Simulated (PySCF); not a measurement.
B(Cl)(Me)(Et) (C3H8BCl), SMILES CB(CC)Cl.

Geometry optimised at r2SCAN-D4/def2-SVP. One conformer was computed; it need not be the lowest.

These are PySCF with M06-2X/def2-TZVP values and carry that method's errors.

```yaml
total_energy: -604.21771 hartree
highest_occupied_level: -9.52 eV
lowest_empty_level: 0.20 eV
orbital_gap: 9.72 eV
dipole_moment: 1.64 D
quadrupole, principal values (traceless, Buckingham form, about the centre of nuclear charge): -1.74, 0.27, 1.47 D·Å
mean_static_polarisability: 62.0 bohr³ (9.19 Å³)
polarisability_principal_values: 50.6, 67.3, 68.1 bohr³
```
